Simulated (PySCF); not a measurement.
Calculation: M06-2X/def2-TZVP (PySCF). All species are isolated molecules in the gas phase. One relaxed conformer stands for a flexible species; it need not be the lowest. 

Reference species (SMILES): `B` (neutral, multiplicity 1).

```yaml
HOMO–LUMO gap: 10.26 eV
LUMO: -1.00 eV
```

Changed species: `BC(F)F` (X = difluoromethyl; the reference has X = H).

Question: Give the shifts of the HOMO–LUMO gap and LUMO.

Answer: the HOMO–LUMO gap falls by 1.11 eV, to 9.15 eV; the LUMO falls by 0.52 eV, to -1.52 eV.
